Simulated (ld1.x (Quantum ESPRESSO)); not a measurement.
# Before and after: TM potential for gallium (Ga)

```
Element                 : Ga (Z = 31)
Generator               : ld1.x (Quantum ESPRESSO) 7.5
Type                    : norm-conserving Troullier–Martins (Kleinman–Bylander form)
Functional              : PBEsol
Relativity              : fully relativistic
Frozen core             : [Ar]
Valence charge          : 13
Reference configuration : 3d10 4s2 4p1
Partial waves           : 4s (bound): rc 1.50 bohr; 4p (bound): rc 1.80 bohr; 3d (bound): rc 0.90 bohr; 4f channel at 0.05 Ry: rc 1.65 bohr
Local potential         : all-electron potential smoothed inside 1.15 bohr (lloc = -2)
Core correction         : none
```

Open shells are filled in proportion to 2j + 1 (rel_dist='average').

All-electron outer shells of the reference configuration (PBEsol, scalar-relativistic, ld1.x):

```tsv
shell	level (eV)	outermost node (bohr)	outermost maximum (bohr)
3s	-147.78	0.27	0.56
3p	-98.68	0.24	0.56
3d	-19.16	–	0.53
4s	-8.96	0.81	1.90
4p	-2.57	0.87	2.53
```

Change: core correction a·sin(br)/r model core inside 1.02 bohr.

Cutoffs: the cutoffs (Ry, on a coarse ladder) from which the occupation-weighted sum of valence levels, in a spherical-Bessel basis at the reference potential, stays within 10 and 1 mRy of its value at 400 Ry; they do not see the model core or the augmentation charge, which bear on the density cutoff. Errors are all-electron minus pseudo energies relative to the spin-unpolarised reference configuration.

Question: How do hardness, ghosts and transferability respond?

Answer: Of the 7 tests that both files solve, the error grows in 3 and shrinks in 3 by more than 15 % and 0.3 meV (median size 6.9 → 2.4 meV); neither file shows a bound ghost. A model core, the more so a compact one, raises the density cutoff, which this test does not measure.

| quantity | base | changed |
| --- | --- | --- |
| cutoff, loose | 300 Ry | 300 Ry |
| cutoff, tight | over 300 Ry | over 300 Ry |
| bound ghosts | none | none |
| error for 3d10 4s2 4p0, meV [ΔE 5.68 eV] | +0.4 | +0.5 |
| error for 3d10 4s1 4p0, meV [ΔE 26.82 eV] | +7.7 | -1.6 |
| error for 3d10 4s0 4p0, meV [ΔE 57.94 eV] | +23 | -66 |
| error for 3d9 4s2 4p1, meV [ΔE 27.71 eV] | -4.5 | -36 |
| error for 3d10 4s0 4p3, meV [ΔE 13.39 eV] | +6.9 | -2.2 |
| error for 3d10 4s1 4p1, meV [ΔE 13.08 eV] | +5.1 | +2.4 |
| error for 3d9 4s0 4p0, meV [ΔE 121.78 eV] | +98 | -166 |
| s: phases at 1.96 bohr within 0.05 rad from the reference energy up to (Ry; the scan ends near 5) | 0.4 | 0.4 |
| p1/2: phases at 1.96 bohr within 0.05 rad from the reference energy up to (Ry; the scan ends near 5) | 1.8 | 1.8 |
| p3/2: phases at 1.96 bohr within 0.05 rad from the reference energy up to (Ry; the scan ends near 5) | 1.2 | 1.2 |
| d3/2: phases at 1.96 bohr within 0.05 rad from the reference energy up to (Ry; the scan ends near 5) | 2.0 | 2.0 |
| d5/2: phases at 1.96 bohr within 0.05 rad from the reference energy up to (Ry; the scan ends near 5) | 2.0 | 2.0 |
| f5/2: phases at 1.96 bohr within 0.05 rad from the reference energy up to (Ry; the scan ends near 5) | to the end of the scan | to the end of the scan |
| f7/2: phases at 1.96 bohr within 0.05 rad from the reference energy up to (Ry; the scan ends near 5) | to the end of the scan | to the end of the scan |
